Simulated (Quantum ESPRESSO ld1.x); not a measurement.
The numbers below are computed, except where a source is named.
The gadolinium ion Gd45+, 19 electrons, occupied as [Ar] 3d1. Level of theory: scalar-relativistic Kohn-Sham, LDA (Slater exchange, Perdew-Wang correlation), spin-polarised, spherical densities, point nucleus; open shells are filled with parallel spins first (ld1.x of Quantum ESPRESSO 7.5).

Normalised radial functions P(r) = r R(r), r in bohr:

```
   r/bohr * 2p down, o 3p down, + 3d up (the largest magnitude, 3.33, reaches the edge; | marks zero, & curves that meet)
 0.001089                             &
 0.001499                             &
 0.002081                             &
 0.002889                             &*
  0.00401                             +&
 0.005523                             +o*
 0.007667                             + o*
  0.01064                             +  o *
  0.01466                             +   o   *
  0.02035                             |+    o     *
  0.02824                             |+       o       *
  0.03921                             |  +       o           *
  0.05399                             |    +     o               *
  0.07495                             |      o  +                *
   0.1041                           o |              +     *
   0.1433                o            |            *     +
   0.1989          o                  |    *            +
   0.2761             o               |*           +
   0.3833                      o      *    +
   0.5279                           o *+
   0.7328                             &
```

2p down: eigenvalue -10076.4 eV, 0 radial nodes, <r> = 0.0816 bohr, 90 % of the charge inside 0.132 bohr. 3p down: eigenvalue -3874.7 eV, 1 radial node at r = 0.0989 bohr, <r> = 0.223 bohr, 90 % of the charge inside 0.330 bohr. 3d up: eigenvalue -3584.7 eV, 0 radial nodes, <r> = 0.197 bohr, 90 % of the charge inside 0.301 bohr.
